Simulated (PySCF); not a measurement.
Members of one series of related molecules.

All values: PBE0/pcSseg-1 (PySCF) at GFN2-xTB geometries, gas phase, one conformer each.

Problem. Rank by dipole moment, highest first.
A. `[F:1][CH2:2][C@@H:3]1[CH:4]=[CH:5][CH2:6][CH2:7][C@@H:8]1[F:9]` with F1–C2–C3–C4 -67°, C2–C3–C4–C5 -136°, C4–C5–C6–C7 -17°, C5–C6–C7–C8 47°, C6–C7–C8–F9 59°
B. `[F:1][C@@H:2]1[CH2:3][CH2:4][CH:5]=[CH:6][C@@H:7]1[CH2:8][SiH3:9]` with C6–C7–C8–Si9 67°, F1–C2–C3–C4 173°, C2–C3–C4–C5 45°, C3–C4–C5–C6 -15°, C5–C6–C7–C8 105°
C. `[CH3:1][O:2][C@@H:3]1[CH:4]=[CH:5][CH2:6][CH2:7][C@H:8]1[F:9]` with C1–O2–C3–C4 -166°, O2–C3–C4–C5 -133°, C4–C5–C6–C7 -18°, C5–C6–C7–C8 49°, C6–C7–C8–F9 176°
D. `[F:1][C@@H:2]1[CH2:3][CH2:4][CH:5]=[CH:6][C@H:7]1[O:8][SiH3:9]` with C6–C7–O8–Si9 -163°, F1–C2–C3–C4 176°, C2–C3–C4–C5 46°, C3–C4–C5–C6 -15°, C5–C6–C7–O8 -137°
E. `[CH3:1][CH:2]([CH3:3])[C@@H:4]1[CH:5]=[CH:6][CH2:7][CH2:8][C@@H:9]1[F:10]` with C1–C2–C4–C5 -82°, C2–C4–C5–C6 -139°, C5–C6–C7–C8 -20°, C6–C7–C8–C9 49°, C7–C8–C9–F10 61°

Solution. A (2.14 D), D (1.96 D), B (1.77 D), E (1.52 D), C (1.24 D).

Problem. Rank by LUMO energy, lowest first.
A. `CC(C)[C@@H]1C=CCC[C@@H]1F`
B. `F[C@@H]1CCC=C[C@H]1O[SiH3]`
C. `FC[C@@H]1C=CCC[C@@H]1F`

Solution. B (0.04 eV), C (0.35 eV), A (0.53 eV).

Problem. Rank by HOMO–LUMO gap, lowest first.
A. `CO[C@@H]1C=CCC[C@H]1F`
B. `CC(C)[C@@H]1C=CCC[C@@H]1F`
C. `F[C@H]1CC=CCC1`

Solution. A (7.40 eV), B (7.59 eV), C (7.74 eV).

All values together:

```tsv
SMILES	change	formula	μ (D)	HOMO (eV)	LUMO (eV)	lowest IAO charge (e)	highest IAO charge (e)	lowest Hirshfeld charge (e)	highest Hirshfeld charge (e)
F[C@H]1CC=CCC1	parent	C6H9F	1.70	-7.12	0.62	-0.339 (F)	+0.185 (C)	-0.118 (F)	+0.068 (C)
F[C@@H]1CCC=C[C@@H]1C[SiH3]	H on C replaced by CH2SiH3	C7H13FSi	1.77	-7.35	0.29	-0.533 (C)	+0.596 (Si)	-0.160 (C)	+0.313 (Si)
CC(C)[C@@H]1C=CCC[C@@H]1F	H on C replaced by iPr	C9H15F	1.52	-7.06	0.53	-0.421 (C)	+0.181 (C)	-0.128 (C)	+0.067 (C)
C[C@@H]1C=CCC[C@H]1F	H on C replaced by CH3	C7H11F	1.72	-7.26	0.39	-0.419 (C)	+0.186 (C)	-0.120 (C/F)	+0.066 (C)
CO[C@@H]1C=CCC[C@H]1F	H on C replaced by OCH3	C7H11FO	1.24	-7.16	0.25	-0.397 (O)	+0.163 (C)	-0.144 (O)	+0.058 (C)
C#C[C@@H]1C=CCC[C@H]1F	H on C replaced by ethynyl	C8H9F	2.17	-7.44	0.12	-0.330 (F)	+0.201 (H)	-0.120 (C)	+0.091 (H)
F[C@@H]1CCC=C[C@H]1O[SiH3]	H on C replaced by OSiH3	C6H11FOSi	1.96	-7.43	0.04	-0.642 (O)	+0.871 (Si)	-0.219 (O)	+0.371 (Si)
FC[C@@H]1C=CCC[C@@H]1F	H on C replaced by CH2F	C7H10F2	2.14	-7.29	0.35	-0.338 (F)	+0.181 (C)	-0.119 (F)	+0.070 (C)
```

Conformers: `[F:1][C@H:2]1[CH2:3][CH:4]=[CH:5][CH2:6][CH2:7]1` with F1–C2–C3–C4 81°, C2–C3–C4–C5 10°, C4–C5–C6–C7 20°, C5–C6–C7–C2 -49°; `[F:1][C@@H:2]1[CH2:3][CH2:4][CH:5]=[CH:6][C@@H:7]1[CH2:8][SiH3:9]` with C6–C7–C8–Si9 67°, F1–C2–C3–C4 173°, C2–C3–C4–C5 45°, C3–C4–C5–C6 -15°, C5–C6–C7–C8 105°; `[CH3:1][CH:2]([CH3:3])[C@@H:4]1[CH:5]=[CH:6][CH2:7][CH2:8][C@@H:9]1[F:10]` with C1–C2–C4–C5 -82°, C2–C4–C5–C6 -139°, C5–C6–C7–C8 -20°, C6–C7–C8–C9 49°, C7–C8–C9–F10 61°; `[CH3:1][C@@H:2]1[CH:3]=[CH:4][CH2:5][CH2:6][C@H:7]1[F:8]` with C1–C2–C3–C4 -137°, C3–C4–C5–C6 -16°, C4–C5–C6–C7 47°, C5–C6–C7–F8 175°; `[CH3:1][O:2][C@@H:3]1[CH:4]=[CH:5][CH2:6][CH2:7][C@H:8]1[F:9]` with C1–O2–C3–C4 -166°, O2–C3–C4–C5 -133°, C4–C5–C6–C7 -18°, C5–C6–C7–C8 49°, C6–C7–C8–F9 176°; `[CH:1]#[C:2][C@@H:3]1[CH:4]=[CH:5][CH2:6][CH2:7][C@H:8]1[F:9]` with C2–C3–C4–C5 -133°, C4–C5–C6–C7 -18°, C5–C6–C7–C8 50°, C6–C7–C8–F9 176°; `[F:1][C@@H:2]1[CH2:3][CH2:4][CH:5]=[CH:6][C@H:7]1[O:8][SiH3:9]` with C6–C7–O8–Si9 -163°, F1–C2–C3–C4 176°, C2–C3–C4–C5 46°, C3–C4–C5–C6 -15°, C5–C6–C7–O8 -137°; `[F:1][CH2:2][C@@H:3]1[CH:4]=[CH:5][CH2:6][CH2:7][C@@H:8]1[F:9]` with F1–C2–C3–C4 -67°, C2–C3–C4–C5 -136°, C4–C5–C6–C7 -17°, C5–C6–C7–C8 47°, C6–C7–C8–F9 59°.

Problem. Give the shifts from the parent, `F[C@H]1CC=CCC1`.

Solution. 
```
                     SMILES  change in μ (D)  change in HOMO (eV)  change in LUMO (eV)
F[C@@H]1CCC=C[C@@H]1C[SiH3]            +0.07                -0.23                -0.33
  CC(C)[C@@H]1C=CCC[C@@H]1F            -0.18                +0.06                -0.09
       C[C@@H]1C=CCC[C@H]1F            +0.02                -0.14                -0.23
      CO[C@@H]1C=CCC[C@H]1F            -0.46                -0.04                -0.37
     C#C[C@@H]1C=CCC[C@H]1F            +0.47                -0.32                -0.50
 F[C@@H]1CCC=C[C@H]1O[SiH3]            +0.26                -0.31                -0.58
     FC[C@@H]1C=CCC[C@@H]1F            +0.44                -0.17                -0.27
```
